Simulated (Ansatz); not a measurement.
Born–Oppenheimer molecular dynamics of C₂H₇NOSi (12 atoms, charge 0, multiplicity 1). It starts at the highest image of a converged band, a first-order saddle point between two minima.

The calculation used Ansatz, RKS PBE0-D4/6-31G*.

```json
{
  "ensemble": "NVE (velocity Verlet)",
  "time step": "0.5 fs",
  "steps asked": "200",
  "starting velocities drawn for": "300 K",
  "seed": "8819"
}
```

First frame:

```xyz
12
Properties=species:S:1:pos:R:3
C -1.216 -0.127 1.366
O -0.068 0.497 0.823
C 0.646 -0.352 -0.010
N 0.178 -0.529 -1.321
Si 2.023 0.616 -1.036
H -0.949 -1.036 1.925
H -1.943 -0.395 0.587
H -1.671 0.593 2.050
H 0.953 -1.286 0.470
H -0.494 0.219 -1.524
H 1.335 -0.194 -2.210
H 1.282 1.940 -1.085
```

Task: How far do the bonds stretch over the last three quarters of this one trajectory? (Pairs bonded in most of those frames.)

Result: 
| bond | mean (Å) | spread (Å) | shortest | longest |
| --- | --- | --- | --- | --- |
| C1–O2 | 1.412 | 0.024 | 1.36 | 1.46 |
| C1–H6 | 1.102 | 0.028 | 1.06 | 1.14 |
| C1–H7 | 1.100 | 0.021 | 1.07 | 1.13 |
| C1–H8 | 1.094 | 0.017 | 1.06 | 1.13 |
| O2–C3 | 1.389 | 0.047 | 1.29 | 1.47 |
| C3–N4 | 1.534 | 0.157 | 1.27 | 1.81 |
| C3–Si5 | 1.909 | 0.103 | 1.70 | 2.08 |
| C3–H9 | 1.099 | 0.015 | 1.07 | 1.13 |
| N4–Si5 | 1.830 | 0.218 | 1.57 | 2.28 |
| N4–H10 | 1.019 | 0.007 | 1.01 | 1.03 |
| Si5–H11 | 1.507 | 0.058 | 1.41 | 1.60 |
| Si5–H12 | 1.492 | 0.023 | 1.45 | 1.53 |

Mean temperature of the second half: 868 K. The conserved energy stayed within 0.15 meV per atom of its start (net change -0.085 meV per atom), so the integration is sound. The system heated up, since it started high on the potential surface and ran downhill. A run of 0.1 ps of so small a system gives no equilibrium averages. The orbitals stay closed-shell, which can raise the energy where a bond breaks towards radicals; this wasn't checked here.

The run took 6.9 min on 2 threads of Arm Neoverse V2 (shared host), peak memory 0.19 GiB.
